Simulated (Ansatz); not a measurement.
From B to In: the HOMO–LUMO gap

One atom is swapped for its congeners: B(SH)2; Al(SH)2; Ga(SH)2; In(SH)2. All are doublets with charge 0.

Shapes, held fixed at every level: PBE0-D4/def2-TZVP. Flexible molecules stand in one conformer, not always the lowest. Programs: Ansatz 0.2.0. Values in eV.

```csv
level,B(SH)2,Al(SH)2,Ga(SH)2,In(SH)2
PBE-D4/def2-TZVPP,1.99,1.47,1.07,0.85
r2SCAN-D4/def2-TZVPP,2.94,2.21,1.78,1.49
B3LYP-D4/def2-TZVPP,3.47,2.64,2.31,2.04
PBE0-D4/def2-TZVPP,4.18,3.27,2.96,2.63
wB97M-V/def2-TZVPP,7.58,6.31,6.52,6.20
wB97X-V/def2-TZVPP,8.10,6.91,6.81,6.45
```

At wB97X-V/def2-TZVPP the HOMO–LUMO gap falls at every step, from 8.10 to 6.45 eV. 5 of 6 levels show this order throughout; 6 agree on the largest and the smallest. Open shells run unrestricted unless RO is named. For atoms past krypton def2 sets carry core potentials with scalar relativity. Relativity is left out for Ga unless named. Orbital gaps aren't excitation energies, and the LUMO depends on the basis.
